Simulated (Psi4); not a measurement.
C3H3, charge -1, singlet, at a GFN2-xTB geometry (a gas-phase anion, which may not be bound at this level), atoms displaced at random by about 0.08 Å a coordinate; B3LYP/STO-3G, gradient (Psi4).

The Psi4 input:
```
memory 2 GB

molecule mol {
-1 1
  C    -0.080823    0.100722    0.723681
  C     0.167749   -0.757447   -0.532503
  C    -0.021828    0.623548   -0.451869
  H     0.987175   -0.029990    1.428705
  H    -0.864674   -0.151855    1.326746
  H    -0.193550    1.421314   -0.876987
symmetry c1
no_reorient
no_com
}

set basis sto-3g
set reference rks

gradient('b3lyp')
print_variables()
```

It wrote (shortened):

```
gradient() will perform analytic gradient computation.

   => Loading Basis Set <=

    Name: STO-3G
    Role: ORBITAL
    Keyword: BASIS

         ---------------------------------------------------------
                                   SCF
               by Justin Turney, Rob Parrish, Andy Simmonett
                          and Daniel G. A. Smith
                              RKS Reference
         ---------------------------------------------------------

  ==> Geometry <==

    Molecular point group: c1
    Full point group: C1

    Geometry (in Angstrom), charge = -1, multiplicity = 1:

       Center              X                  Y                   Z               Mass
    ------------   -----------------  -----------------  -----------------  -----------------
         C           -0.080823000000     0.100722000000     0.723681000000    12.000000000000
         C            0.167749000000    -0.757447000000    -0.532503000000    12.000000000000
         C           -0.021828000000     0.623548000000    -0.451869000000    12.000000000000
         H            0.987175000000    -0.029990000000     1.428705000000     1.007825032230
         H           -0.864674000000    -0.151855000000     1.326746000000     1.007825032230
         H           -0.193550000000     1.421314000000    -0.876987000000     1.007825032230

  Running in c1 symmetry.

  Rotational constants: A =      1.08634  B =      0.88968  C =      0.54596 [cm^-1]
  Rotational constants: A =  32567.77971  B =  26671.80736  C =  16367.59982 [MHz]
  Nuclear repulsion =   59.196519252863460

  Charge       = -1
  Multiplicity = 1
  Electrons    = 22
  Nalpha       = 11
  Nbeta        = 11

  ==> Algorithm <==

  SCF Algorithm Type is DF.
  DIIS enabled.
  MOM disabled.
  Fractional occupation disabled.
  Guess Type is SAD.
  Energy threshold   = 1.00e-08
  Density threshold  = 1.00e-08
  Integral threshold = 1.00e-12

  ==> Primary Basis <==

  Basis Set: STO-3G
    Blend: STO-3G
    Number of shells: 12
    Number of basis functions: 18
    Number of Cartesian functions: 18
    Spherical Harmonics?: true
    Max angular momentum: 1

  ==> DFT Potential <==

   => LibXC <=

    Version 7.1.2
    S. Lehtola, C. Steigemann, M. J. T. Oliveira, and M. A. L. Marques,  SoftwareX 7, 1–5 (2018) (10.1016/j.softx.2017.11.002)

   => Composite Functional: B3LYP <=

    B3LYP Hyb-GGA Exchange-Correlation Functional

[...]
  @DF-RKS Final Energy:  -114.31287183187784
    Total Energy =                       -114.3128718318778425
[...]
    Number of shells: 93
    Number of basis functions: 279
    Number of Cartesian functions: 327
    Spherical Harmonics?: true
    Max angular momentum: 4

  ==> DFT Potential <==

   => LibXC <=

    Version 7.1.2
    S. Lehtola, C. Steigemann, M. J. T. Oliveira, and M. A. L. Marques,  SoftwareX 7, 1–5 (2018) (10.1016/j.softx.2017.11.002)

   => Composite Functional: B3LYP <=

    B3LYP Hyb-GGA Exchange-Correlation Functional

    P. J. Stephens, F. J. Devlin, C. F. Chabalowski, and M. J. Frisch,  J. Phys. Chem. 98, 11623 (1994) (10.1021/j100096a001)

    Deriv               =              1
    GGA                 =           TRUE
    Meta                =          FALSE

    Exchange Hybrid     =           TRUE
    MP2 Hybrid          =          FALSE

   => Exchange Functionals <=

    0.0800   Slater exchange
    0.7200         Becke 88

   => Exact (HF) Exchange <=

    0.2000               HF

   => Correlation Functionals <=

    0.1900   Vosko, Wilk & Nusair (VWN5_RPA)
    0.8100   Lee, Yang & Parr

   => LibXC Density Thresholds  <==

    XC_HYB_GGA_XC_B3LYP:  1.00E-15

   => Molecular Quadrature <=

    Radial Scheme          =       TREUTLER
    Pruning Scheme         =           NONE
    Nuclear Scheme         =       TREUTLER

    Blocking Scheme        =         OCTREE
    BS radius alpha        =              1
    Pruning alpha          =              1
    Radial Points          =             75
    Spherical Points       =            302
    Total Points           =         128249
    Total Blocks           =           1037
    Max Points             =            256
    Max Functions          =             18
    Weights Tolerance      =       1.00E-15

  -Total Gradient:
     Atom            X                  Y                   Z
    ------   -----------------  -----------------  -----------------
       1       -0.134275321727     0.100239283350    -0.200770510240
       2        0.013285055077    -0.038591101827     0.037739106866
       3       -0.036558622996     0.140264805543     0.101941378761
       4        0.058243513923    -0.024693911289     0.011328923536
       5        0.067167637643     0.007386955154    -0.051474021211
       6        0.032128413099    -0.184605497364     0.101236586241

  Variable Map:
  ----------------------------------------------------------------------------
[...]
  Array Variable Map:
  ----------------------------------------------------------------------------
[...]
[...]
```
